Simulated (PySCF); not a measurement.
Simulation results for BClH$_{3}$OSi, B$_{2}$ClH$_{3}$N, CH$_{8}$OSi$_{2}$, BH$_{4}$OSi and others

All values are calculated (PySCF 2.14.0). Calculation on a computer-drawn molecule: the log of a Hartree-Fock and frozen-core CCSD(T) single point meant for a local Hartree-Fock minimum, with one planted fault or none, to be diagnosed. Offsets are logged minus clean, where the clean run is the same molecule without the fault. The reference is restricted for singlets and unrestricted otherwise, and also for a bond in bohr or an excited solution. Adding or removing an electron swaps singlet and doublet. The excited solution moves the top pair (singlet) or top alpha electron (doublet) to the lowest empty orbital. Highest occupied and lowest empty are orbital energies over both spins, largest force is the largest gradient component, triples share is (T) over the correlation energy, the T1 limit is 0.02 restricted and 0.045 unrestricted, electrons count all cores, a negative frequency is imaginary (commonest isotopes), and the dipole is about the centre of nuclear charge.

Common to all runs: logged SCF converged yes; logged CC converged yes; logged SCF stable within its kind yes; possible faults no fault, one electron removed, one electron added, multiplicity raised by two, geometry at a saddle point, SCF held on an excited solution, minimal basis STO-3G, one bond length entered in bohr, all coordinates scaled.

```json
{"entry": 1, "formula": "BClH3OSi", "logged_structure": {"atoms_angstrom": [["O", -1.5587, -0.6435, 0.0], ["B", -0.5643, 0.2561, 0.0], ["Si", 1.3409, -0.3055, 0.0], ["Cl", -0.9678, 2.0055, 0.0], ["H", -2.4292, -0.268, 0.0], ["H", 2.4356, 0.676, 0.0], ["H", 1.7435, -1.7207, 0.0]]}, "given": {"meant_charge": 0, "meant_multiplicity": 2, "meant_basis": "cc-pV(D+d)Z", "logged_electrons": 47, "logged_basis_functions": 89, "logged_spin_squared": 0.7654, "logged_highest_occupied [eV]": -8.0673, "logged_lowest_empty [eV]": 1.0516, "logged_largest_force [hartree/bohr]": 5.8027e-05, "logged_lowest_frequency [cm^-1]": -475.21, "logged_T1_diagnostic": 0.014434, "logged_D1_diagnostic": 0.055917, "logged_triples_share": 0.026631, "logged_dipole_magnitude [debye]": 0.9752, "logged_energy_HF [hartree]": -849.79573, "logged_energy_CCSD(T) [hartree]": -850.34327, "drawn_bonds_atom": [1, 2, 2, 1, 3, 3], "drawn_bonds_other_atom": [2, 3, 4, 5, 6, 7], "drawn_bonds_order": [1, 1, 1, 1, 1, 1]}, "results": {"planted_fault": "geometry at a saddle point", "HF_energy_offset_from_clean_run [kcal/mol]": 0.2812, "CCSD(T)_energy_offset_from_clean_run [kcal/mol]": -0.6296}}
{"entry": 2, "formula": "B2ClH3N", "logged_structure": {"atoms_angstrom": [["N", -2.0925, 2.2036, 0.7442], ["B", -0.8497, 2.321, 0.8168], ["B", 0.846, 2.4983, 1.0027], ["Cl", 1.7009, 2.2315, -0.7924], ["H", -3.0562, 2.093, 0.5978], ["H", 1.3171, 1.6437, 1.7323], ["H", 1.1511, 3.6225, 1.3592]]}, "given": {"meant_charge": -1, "meant_multiplicity": 1, "meant_basis": "aug-cc-pV(D+d)Z", "logged_electrons": 38, "logged_basis_functions": 128, "logged_spin_squared": 2.0106, "logged_highest_occupied [eV]": 0.86148, "logged_lowest_empty [eV]": 0.98917, "logged_largest_force [hartree/bohr]": 0.025823, "logged_T1_diagnostic": 0.074421, "logged_D1_diagnostic": 0.41756, "logged_triples_share": 0.041034, "logged_dipole_magnitude [debye]": 12.096, "logged_energy_HF [hartree]": -564.97726, "logged_energy_CCSD(T) [hartree]": -565.54004, "drawn_bonds_atom": [1, 2, 3, 1, 3, 3], "drawn_bonds_other_atom": [2, 3, 4, 5, 6, 7], "drawn_bonds_order": [2, 1, 1, 1, 1, 1]}, "results": {"planted_fault": "multiplicity raised by two", "HF_energy_offset_from_clean_run [kcal/mol]": 119.6, "CCSD(T)_energy_offset_from_clean_run [kcal/mol]": 127.2}, "notes": ["T1 above single-reference limit", "highest electron not bound in this basis"]}
{"entry": 3, "formula": "CH8OSi2", "logged_structure": {"atoms_angstrom": [["C", -2.1949, 0.2466, 0.238], ["Si", -1.2646, 0.4639, 1.8407], ["O", 0.0388, 1.4366, 1.5899], ["Si", 1.3833, 2.2421, 2.0646], ["H", -1.5574, -0.2106, -0.5233], ["H", -2.5445, 1.2098, -0.1429], ["H", -3.0661, -0.3985, 0.3863], ["H", -0.7986, -0.8467, 2.3514], ["H", -2.1373, 1.0801, 2.8673], ["H", 2.3854, 1.2942, 2.5993], ["H", 1.9521, 2.9487, 0.8996], ["H", 1.0456, 3.2257, 3.1169]]}, "given": {"meant_charge": 0, "meant_multiplicity": 1, "meant_basis": "cc-pV(D+d)Z", "logged_electrons": 50, "logged_basis_functions": 36, "logged_spin_squared": 0.0, "logged_highest_occupied [eV]": -8.1264, "logged_lowest_empty [eV]": 11.623, "logged_largest_force [hartree/bohr]": 0.032086, "logged_T1_diagnostic": 0.008702, "logged_D1_diagnostic": 0.030291, "logged_triples_share": 0.01735, "logged_dipole_magnitude [debye]": 0.31919, "logged_energy_HF [hartree]": -687.16079, "logged_energy_CCSD(T) [hartree]": -687.38246, "drawn_bonds_atom": [1, 2, 3, 1, 1, 1, 2, 2, 4, 4, 4], "drawn_bonds_other_atom": [2, 3, 4, 5, 6, 7, 8, 9, 10, 11, 12], "drawn_bonds_order": [1, 1, 1, 1, 1, 1, 1, 1, 1, 1, 1]}, "results": {"planted_fault": "minimal basis STO-3G", "HF_energy_offset_from_clean_run [kcal/mol]": 5146, "CCSD(T)_energy_offset_from_clean_run [kcal/mol]": 5387}}
{"entry": 4, "formula": "BH4OSi", "logged_structure": {"atoms_angstrom": [["B", 0.9804, 0.8807, -1.54], ["Si", 1.7687, 2.7174, -0.815], ["O", 0.5761, 3.9966, -0.7766], ["H", 1.2682, -0.3472, -1.5324], ["H", 2.9506, 3.0679, -1.7889], ["H", 2.3109, 2.6276, 0.6457], ["H", -0.0441, 4.0907, -1.5543]]}, "given": {"meant_charge": 0, "meant_multiplicity": 2, "meant_basis": "cc-pV(D+d)Z", "logged_electrons": 31, "logged_basis_functions": 71, "logged_spin_squared": 0.7589, "logged_highest_occupied [eV]": -9.0207, "logged_lowest_empty [eV]": 0.95132, "logged_largest_force [hartree/bohr]": 0.038824, "logged_T1_diagnostic": 0.014535, "logged_D1_diagnostic": 0.035079, "logged_triples_share": 0.023238, "logged_dipole_magnitude [debye]": 1.4809, "logged_energy_HF [hartree]": -390.75206, "logged_energy_CCSD(T) [hartree]": -391.15065, "drawn_bonds_atom": [1, 2, 1, 2, 2, 3], "drawn_bonds_other_atom": [2, 3, 4, 5, 6, 7], "drawn_bonds_order": [1, 1, 1, 1, 1, 1]}, "results": {"planted_fault": "all coordinates scaled, by +5.7 %", "HF_energy_offset_from_clean_run [kcal/mol]": 11.14, "CCSD(T)_energy_offset_from_clean_run [kcal/mol]": 7.152}}
{"entry": 5, "formula": "Al2H3NO", "logged_structure": {"atoms_angstrom": [["N", -2.5387, 0.5765, -0.6947], ["Al", -2.3205, -0.6379, 0.562], ["O", -2.5799, -0.2329, 2.182], ["Al", -2.8277, 0.1258, 3.8137], ["H", -2.401, 0.4091, -1.6738], ["H", -2.8135, 1.53, -0.5513], ["H", -1.884, -2.0924, 0.1502]]}, "given": {"meant_charge": 0, "meant_multiplicity": 1, "meant_basis": "cc-pV(D+d)Z", "logged_electrons": 44, "logged_basis_functions": 89, "logged_spin_squared": 0.0, "logged_highest_occupied [eV]": -8.3731, "logged_lowest_empty [eV]": 1.8355, "logged_largest_force [hartree/bohr]": 3.1099e-05, "logged_lowest_frequency [cm^-1]": 82.076, "logged_T1_diagnostic": 0.0164, "logged_D1_diagnostic": 0.042791, "logged_triples_share": 0.024366, "logged_dipole_magnitude [debye]": 1.4461, "logged_energy_HF [hartree]": -615.05714, "logged_energy_CCSD(T) [hartree]": -615.56584, "drawn_bonds_atom": [1, 2, 3, 1, 1, 2], "drawn_bonds_other_atom": [2, 3, 4, 5, 6, 7], "drawn_bonds_order": [1, 1, 1, 1, 1, 1]}, "results": {"planted_fault": "no fault", "HF_energy_offset_from_clean_run [kcal/mol]": 0.0, "CCSD(T)_energy_offset_from_clean_run [kcal/mol]": 0.0}}
{"entry": 6, "formula": "H2O3Si", "logged_structure": {"atoms_angstrom": [["O", -1.1396, 0.8996, -1.9367], ["Si", -0.8248, 1.0391, -0.4862], ["O", 0.5744, 0.7431, 0.2409], ["O", -1.812, 1.5176, 0.6845], ["H", 1.2879, 0.4454, -0.3065], ["H", -2.6986, 1.7387, 0.4346]]}, "given": {"meant_charge": 0, "meant_multiplicity": 1, "meant_basis": "cc-pV(D+d)Z", "logged_electrons": 40, "logged_basis_functions": 26, "logged_spin_squared": 0.0, "logged_highest_occupied [eV]": -7.3368, "logged_lowest_empty [eV]": 8.6993, "logged_largest_force [hartree/bohr]": 0.048833, "logged_T1_diagnostic": 0.021036, "logged_D1_diagnostic": 0.086935, "logged_triples_share": 0.06684, "logged_dipole_magnitude [debye]": 0.43717, "logged_energy_HF [hartree]": -508.23641, "logged_energy_CCSD(T) [hartree]": -508.44074, "drawn_bonds_atom": [1, 2, 2, 3, 4], "drawn_bonds_other_atom": [2, 3, 4, 5, 6], "drawn_bonds_order": [2, 1, 1, 1, 1]}, "results": {"planted_fault": "minimal basis STO-3G", "HF_energy_offset_from_clean_run [kcal/mol]": 4121, "CCSD(T)_energy_offset_from_clean_run [kcal/mol]": 4414}, "notes": ["T1 above single-reference limit"]}
```
